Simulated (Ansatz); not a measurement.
C$_{4}$H$_{12}$Ge, charge -1, doublet, at the geometry of the source list (a state made from the parent by changing its charge; the spin is typed, not shown lowest) (a gas-phase anion, which may not be bound at this level); BHLYP/def2-SVP run with Ansatz (an electronic-structure program).

Here is a job for Ansatz.
Ansatz 0.2 input:
```yaml
crystal:
  periodic: [false, false, false]
  atoms:
    - {symbol: Ge, position_ang: [1.85720000, 0.92320000, -0.02010000]}
    - {symbol: C, position_ang: [0.55550000, -0.11330000, 1.04580000]}
    - {symbol: C, position_ang: [-0.77790000, -0.43900000, 0.37320000]}
    - {symbol: C, position_ang: [-0.59960000, -1.50680000, -0.70060000]}
    - {symbol: C, position_ang: [-1.40340000, 0.81520000, -0.22470000]}
    - {symbol: H, position_ang: [3.17210000, 0.94820000, 0.69370000]}
    - {symbol: H, position_ang: [2.12600000, 0.36860000, -1.38440000]}
    - {symbol: H, position_ang: [1.44780000, 2.34930000, -0.20180000]}
    - {symbol: H, position_ang: [0.36660000, 0.46060000, 1.95700000]}
    - {symbol: H, position_ang: [1.03610000, -1.04230000, 1.36100000]}
    - {symbol: H, position_ang: [-1.45630000, -0.83560000, 1.14090000]}
    - {symbol: H, position_ang: [0.12200000, -1.17200000, -1.44360000]}
    - {symbol: H, position_ang: [-1.54410000, -1.70630000, -1.20110000]}
    - {symbol: H, position_ang: [-0.23900000, -2.43650000, -0.26390000]}
    - {symbol: H, position_ang: [-0.82780000, 1.13540000, -1.09430000]}
    - {symbol: H, position_ang: [-1.40790000, 1.62390000, 0.50350000]}
    - {symbol: H, position_ang: [-2.42730000, 0.62740000, -0.54060000]}
basis:
  gaussian:
    orbitals: def2-SVP
hamiltonian:
  xc: {name: BHLYP}
total_charge: -1
magnetization: {spin_polarized: true, initial_magnetization: 1}
accuracy: high
```

Problem. What does Ansatz print? Leave out banner, timings and long lists.

Solution. 
```
Functional definition: BHLYP
3633 factors; integrals over basis functions are off by at most 1.3e-8 eV
mean field evaluation 1: about -60842.4171 eV, gradient 2.4e1 eV
mean field evaluation 2: about -60843.4956 eV, gradient 1.9e1 eV
mean field evaluation 4: about -60845.1945 eV, gradient 1.1e0 eV
mean field evaluation 8: about -60845.2682 eV, gradient 7.3e-2 eV
mean field evaluation 16: about -60845.2687 eV, gradient 1.1e-3 eV
mean field evaluation 32: about -60845.2687 eV, gradient 5.6e-7 eV
mean field -60845.26867135 eV, -2236.0223812678 hartree, gradient 7.1e-8 eV, S^2 0.751448; 6 other end points of the search recorded, 0 dependent functions left out
reference -60845.26870760 eV, -2236.0223825997 hartree; 35, 34 occupied and 113, 114 virtual orbitals, 3633 factors
Total energy: -60845.26870760 eV, -2236.0223825997 hartree
```
